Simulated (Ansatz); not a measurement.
The pair A = SiH4 (SMILES [SiH4]) (first 5 atoms), B = H2S (SMILES S); geometry from B3LYP-D3(BJ)/def2-TZVP.
(charge 0, multiplicity 1):
```xyz
8

Si     0.0302    -0.0436    -0.2875
H     -0.7053     1.1278     0.2390
H     -0.1105    -0.0712    -1.7635
H     -0.5450    -1.2861     0.2725
H      1.4622     0.0588     0.0632
S      0.1993     0.0600     3.4728
H     -0.3206     1.2904     3.3384
H     -1.0045    -0.5249     3.3680
```

Correlated levels freeze the cores.

Codes used: Ansatz (an electronic-structure program). Each number belongs to the level named beside it.

Total energies (hartree), monomers frozen at their geometry in the pair:

| structure | HF/aug-cc-pV(D+d)Z | PBE/def2-TZVPPD | CCSD(T)/aug-cc-pV(T+d)Z |
|---|---|---|---|
| AB | -689.9518750 | -690.9518427 | -690.3886044 |
| A in the pair's basis | -291.2504823 | -291.7217123 | -291.4429327 |
| B in the pair's basis | -398.7024911 | -399.2293132 | -398.9439329 |
| A | -291.2502871 | -291.7216897 | -291.4427542 |
| B | -398.7022182 | -399.2292583 | -398.9436076 |

**Question.** Work out the interaction energy without and with the counterpoise correction, and the superposition error, for each level.

**Answer.** 
E(AB) − E(A) − E(B), times 627.509 kcal/mol, with the monomers in their own basis and then in the pair's basis:
- HF/aug-cc-pV(D+d)Z: 0.40 uncorrected, 0.69 corrected; the monomers gain 0.29 kcal/mol from borrowed functions
- PBE/def2-TZVPPD: -0.56 uncorrected, -0.51 corrected; the monomers gain 0.05 kcal/mol from borrowed functions
- CCSD(T)/aug-cc-pV(T+d)Z: -1.41 uncorrected, -1.09 corrected; the monomers gain 0.32 kcal/mol from borrowed functions
